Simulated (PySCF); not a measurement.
# Structure from 2D NMR

Compound of formula C₇H₁₂O. Correlations simulated from computed shifts and the bond graph:

HSQC (one-bond C–H):
```
  δH     δC
5.39  116.5
5.38  116.5
3.48   52.0
2.80   25.5
2.49   25.5
2.18   34.6
1.92   34.6
1.28   22.7
```

COSY cross peaks (H two or three bonds apart, from the bond graph; peaks can be absent where the dihedral angle is near 90°):
```
  δH    δH
5.39  5.38
2.80  2.49
2.80  2.18
2.80  1.92
2.49  2.18
2.49  1.92
2.18  1.92
```

HMBC (two and three bonds, from the bond graph):
```
  δH                        δC
5.39         160.0, 82.2, 25.5
5.38         160.0, 82.2, 25.5
3.48                      82.2
2.80  160.0, 116.5, 82.2, 34.6
2.49  160.0, 116.5, 82.2, 34.6
2.18   160.0, 82.2, 25.5, 22.7
1.92   160.0, 82.2, 25.5, 22.7
1.28         160.0, 82.2, 34.6
```

Carbons without hydrogens: δ 160.0, 82.2.

[PySCF 2.14: σ from GIAO-PBE0/pcSseg-1; GFN2-xTB structure; single conformer; no solvent; non-relativistic; rapidly exchanging positions averaged]

Shifts are taken against calculated references (same method and geometry level): $^{1}$H, $^{13}$C vs TMS.

Exchangeable hydrogens are left out of these lists.

Which molecule is this?

Answers

SMILES C=C1CC[C@@]1(C)OC.

Numbering as in the mapped SMILES `[CH2:1]=[C:2]1[CH2:3][CH2:4][C@@:5]1([CH3:6])[O:7][CH3:8]`. Each H is labelled by its parent atom. Ha(C1) is cis to C3; Ha(C3), Ha(C4) are pro-R; Hb(C3), Hb(C4) are pro-S; Hb(C1) is trans to C3.

- δC 160.0 is C2, a fully substituted alkene carbon.
- δC 116.5 is C1, a terminal =CH2 carbon (δH 5.38, 5.39).
- δC 82.2 is C5, an allylic fully substituted sp3 carbon bonded to O.
- δC 52.0 is C8, a methyl carbon bonded to O (δH 3.48).
- δC 34.6 is C4, an sp3 CH2 in a ring (δH 1.92, 2.18).
- δC 25.5 is C3, an allylic sp3 CH2 (δH 2.80, 2.49).
- δC 22.7 is C6, a methyl carbon (δH 1.28).
- HMBC from δH 5.39 reaches the proton-free carbons C2, C5.
- HMBC from δH 5.38 reaches the proton-free carbons C2, C5.
- HMBC from δH 3.48 reaches the proton-free carbon C5.
- HMBC from δH 2.80 reaches the proton-free carbons C2, C5.
- COSY links 5.39–5.38, 2.80–2.49, 2.80–2.18, 2.80–1.92, 2.49–2.18, 2.49–1.92.

The data come from this structure; uniqueness wasn't tested.

Shifts are as computed. Against solution values, carbons near 30 ppm lie about +3 ppm off and those near 130 ppm about +5 ppm. Of 1211 compounds with measured shifts, 218 miss one by over three times the rms of a fit or turn the order of signals round; such compounds aren't used in these exercises.
